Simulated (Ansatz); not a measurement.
Gas-phase electronic energies from Ansatz, PBE0-D4/def2-TZVP geometries. CCSD(T)/CBS adds triple-zeta CCSD(T) − MP2 to the extrapolated MP2 energy (def2 sets, frozen cores). Functionals use def2-TZVPP. For Ge, Sc outer-core shells are correlated without core-valence functions, which leaves a few kJ/mol of doubt a bond. Scalar relativity is left out up to krypton. One conformer a species, not always the lowest.

Consider the ligand exchange at the Si–O bond: `[SiH3][O][Ge][O][SiH3]` + `[OH][Sc]([F])[F]` → `[F][Sc]([F])[O][SiH3]` + `[OH][Ge][O][SiH3]`.

| level | ΔE (eV) |
| --- | --- |
| CAM-B3LYP-D4 | -0.09 |
| CCSD/def2-SVP | -0.16 |

Task: What does CCSD(T)/CBS give? (An estimate is asked.)

Result: Computed: -0.14 eV. The listed levels differ from it by 0.05, -0.02 eV.

Largest T1 diagnostic among the species: 0.017.

The D4 term adds +0.07 eV with B3LYP and +0.04 eV with PBE0; it sums over pairs of atoms, weighted by their polarisabilities, and B3LYP, whose exchange is more repulsive, gets the larger term. Leaving LDA and LC-ωPBE aside and taking each functional with its dispersion term where it has one, the values, not all of them listed here, spread over 0.06 eV, from B97M-V to BHLYP-D4. LDA lies +0.04 eV from PBE without D4.

B3LYP here is the variant with VWN-RPA as its local correlation; programs differ in this.
